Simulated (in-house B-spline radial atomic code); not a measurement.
**Two electrons outside the [Ar] 3d10 4s2 4p6 core: Hf34+**

Computed with an all-electron radial atomic-structure program (B-spline basis): configuration interaction (CI) of the two valence electrons in the field of the frozen Dirac-Fock core, alone and with many-body perturbation theory for the core (screened one- and two-electron correlation potentials), Breit and QED terms; no-pair Dirac Hamiltonian, finite nucleus. Labels give the configuration (outer n counted up each series) and the leading LS term, or the jj pair where no LS term holds 70 %.

Command:
```bash
python run_mb.py task.json out
```
Settings (nuclear radius in fm, box in bohr, cutoff in hartree):
```
basis_form          3
Z                   72
core_configuration  [Ar] 3d10 4s2 4p6
rms_radius          5.347
mass_number         180
speed_of_light      137.036
box_radius          2.5
lmax                6
intervals           56
virtual_cutoff      10368.0
```

Time taken, with all properties: 53 s on 1 thread of Intel(R) Xeon(R) 6975P-C (shared host).

Excitation energies (eV):

| level | purity of the LS term | CI alone | CI + MBPT + Breit + QED |
| --- | --- | --- | --- |
| 4d2 3F2 | 0.766 | 0 | 0 |
| 4d2 3P0 | 0.759 | ? | ? |
| 4d2 3F3 | 1.0 | 15.067 | 14.886 |
| 4d2 (3/2,5/2)2 | 0.491 (3P) | 18.857 | 18.564 |
| 4d2 (3/2,5/2)4 | 0.611 (1G) | 20.186 | 19.676 |
| 4d2 3P1 | 1.0 | 20.13 | 19.804 |
| 4d2 (5/2,5/2)4 | 0.612 (3F) | 33.497 | 32.935 |
| 4d2 (5/2,5/2)2 | 0.482 (3P) | 35.864 | 35.406 |
| 4d2 1S0 | 0.757 | ? | ? |

Task: Where does 4d2 1S0 lie?

Result: 44.477 eV in CI alone and 44.497 eV with all corrections.

Task: Where does 4d2 3P0 lie?

Result: 7.6728 eV in CI alone and 7.6731 eV with all corrections.

Task: What is the first ionisation energy?

Result: 1418.1 eV to the 4d3/2 state of the next ion (1415.3 eV from CI alone). NIST lists 1417 ± 5 eV (tabulated theory).
